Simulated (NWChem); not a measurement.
The numbers come from NWChem runs, not from measurements. System: Ga (+1), charge 1, spin multiplicity 1. Level: CCSD(T)/def2-QZVP, 9 core orbitals frozen.

NWChem printed:

```
             Northwest Computational Chemistry Package (NWChem) 7.3.0
             --------------------------------------------------------

                                NWChem Input Module
                                -------------------

 Scaling coordinates for geometry "geometry" by  1.889725989
 (inverse scale =  0.529177249)

                             Geometry "geometry" -> ""
                             -------------------------

 Output coordinates in angstroms (scale by  1.889725989 to convert to a.u.)

  No.       Tag          Charge          X              Y              Z
 ---- ---------------- ---------- -------------- -------------- --------------
    1 Ga                  31.0000     0.00000000     0.00000000     0.00000000

 Effective nuclear repulsion energy (a.u.)       0.0000000000

            Nuclear Dipole moment (a.u.)
            ----------------------------
        X                 Y               Z
 ---------------- ---------------- ----------------
     0.0000000000     0.0000000000     0.0000000000

      Symmetry information
      --------------------

 Group name             D2h
 Group number             26
 Group order               8
 No. of unique centers     1

      Symmetry unique atoms

     1


 Summary of "ao basis" -> "" (spherical)
 ------------------------------------------------------------------------------
       Tag                 Description            Shells   Functions and Types
 ---------------- ------------------------------  ------  ---------------------
 *                         def2-qzvp                  on all atoms

 Summary of "ao basis" -> "ao basis" (spherical)
 ------------------------------------------------------------------------------
       Tag                 Description            Shells   Functions and Types
 ---------------- ------------------------------  ------  ---------------------
 Ga                        def2-qzvp                25       75   11s7p4d2f1g

                                 NWChem SCF Module
                                 -----------------

  ao basis        = "ao basis"
  functions       =    75
  atoms           =     1
  closed shells   =    15
  open shells     =     0
  charge          =   1.00
  wavefunction    = RHF
  use symmetry    = T
  symmetry adapt  = T

 Summary of "ao basis" -> "ao basis" (spherical)
 ------------------------------------------------------------------------------
       Tag                 Description            Shells   Functions and Types
[...]
 ccsd(t): done       19 out of       60 progress:   31.7%
 ccsd(t): done       20 out of       60 progress:   33.3%
 ccsd(t): done       21 out of       60 progress:   35.0%
 ccsd(t): done       22 out of       60 progress:   36.7%
 ccsd(t): done       23 out of       60 progress:   38.3%
 ccsd(t): done       24 out of       60 progress:   40.0%
 ccsd(t): done       25 out of       60 progress:   41.7%
 ccsd(t): done       26 out of       60 progress:   43.3%
 ccsd(t): done       27 out of       60 progress:   45.0%
 ccsd(t): done       28 out of       60 progress:   46.7%
 ccsd(t): done       29 out of       60 progress:   48.3%
 ccsd(t): done       30 out of       60 progress:   50.0%
 ccsd(t): done       31 out of       60 progress:   51.7%
 ccsd(t): done       32 out of       60 progress:   53.3%
 ccsd(t): done       33 out of       60 progress:   55.0%
 ccsd(t): done       34 out of       60 progress:   56.7%
 ccsd(t): done       35 out of       60 progress:   58.3%
 ccsd(t): done       36 out of       60 progress:   60.0%
 ccsd(t): done       37 out of       60 progress:   61.7%
 ccsd(t): done       38 out of       60 progress:   63.3%
 ccsd(t): done       39 out of       60 progress:   65.0%
 ccsd(t): done       40 out of       60 progress:   66.7%
 ccsd(t): done       41 out of       60 progress:   68.3%
 ccsd(t): done       42 out of       60 progress:   70.0%
 ccsd(t): done       43 out of       60 progress:   71.7%
 ccsd(t): done       44 out of       60 progress:   73.3%
 ccsd(t): done       45 out of       60 progress:   75.0%
 ccsd(t): done       46 out of       60 progress:   76.7%
 ccsd(t): done       47 out of       60 progress:   78.3%
 ccsd(t): done       48 out of       60 progress:   80.0%
 ccsd(t): done       49 out of       60 progress:   81.7%
 ccsd(t): done       50 out of       60 progress:   83.3%
 ccsd(t): done       51 out of       60 progress:   85.0%
 ccsd(t): done       52 out of       60 progress:   86.7%
 ccsd(t): done       53 out of       60 progress:   88.3%
 ccsd(t): done       54 out of       60 progress:   90.0%
 ccsd(t): done       55 out of       60 progress:   91.7%
 ccsd(t): done       56 out of       60 progress:   93.3%
 ccsd(t): done       57 out of       60 progress:   95.0%
 ccsd(t): done       58 out of       60 progress:   96.7%
 ccsd(t): done       59 out of       60 progress:   98.3%
 ccsd(t): done       60 out of       60 progress:  100.0%
 Time for integral evaluation pass     1        4.50
 Time for triples evaluation pass      1        0.73

 pseudo-e(mp4)  -0.92532167696057E-02
 pseudo-e(mp5)   0.14830346904075E-02
        e(t)    -0.77701820791982E-02

 --------------
 CCSD(T) Energy
 --------------
 Reference energy:                   -1923.058909313843742

 CCSD corr. energy:                     -0.212263427187940
 T(CCSD) corr. energy:                  -0.009253216769606
 Total CCSD+T(CCSD) energy:          -1923.280425957801299

 CCSD corr. energy:                     -0.212263427187940
 (T) corr. energy:                      -0.007770182079198
 Total CCSD(T) energy:               -1923.278942923110890

 routine      calls  cpu(0)   cpu-min  cpu-ave  cpu-max   i/o
 aoccsd          1     0.00     0.00     0.00     0.00    0.00
 iterdrv         1     0.01     0.01     0.01     0.01    0.00
 pampt           9     0.02     0.02     0.02     0.02    0.00
 t2pm            9     0.04     0.04     0.04     0.04    0.00
 sxy             9     0.10     0.10     0.10     0.10    0.00
 ints       950625    36.59    36.59    36.59    36.59    0.00
 t2eri        2925     1.72     1.72     1.72     1.72    0.00
 idx2         2925     0.19     0.19     0.19     0.19    0.00
 idx34           9     0.02     0.02     0.02     0.02    0.00
 ht2pm           9     0.05     0.05     0.05     0.05    0.00
 itm             9     0.20     0.20     0.20     0.20    0.00
 pdiis           9     0.01     0.01     0.01     0.01    0.00
 triples         1     0.00     0.00     0.00     0.00    0.00
 rdtrpo          1     0.00     0.00     0.00     0.00    0.00
 trpmos          1     4.50     4.50     4.50     4.50    0.00
 trpdrv          1     0.11     0.11     0.11     0.11    0.00
 dovvv       15120     0.35     0.35     0.35     0.35    0.00
 doooo       15120     0.06     0.06     0.06     0.06    0.00
 tengy       12960     0.21     0.21     0.21     0.21    0.00
 Total                44.17    44.17    44.17    44.17    0.00

 Task  times  cpu:       49.8s     wall:       49.8s

 Total times  cpu:       49.9s     wall:       49.9s
```

Write an NWChem input that would produce this output.

This is not unique; one that fits is 
```
start mol
memory heap 100 mb stack 700 mb global 1900 mb
charge 1
geometry units angstroms nocenter noautoz
  Ga     0.000000     0.000000     0.000000
  symmetry group D2h
end
basis spherical
  * library def2-qzvp
end
scf
  rhf
  nopen 0
  maxiter 100
  thresh 1e-7
  semidirect memsize 60000000 filesize 0
end
ccsd
  freeze core 9
  maxiter 60
end
task ccsd(t) energy
```
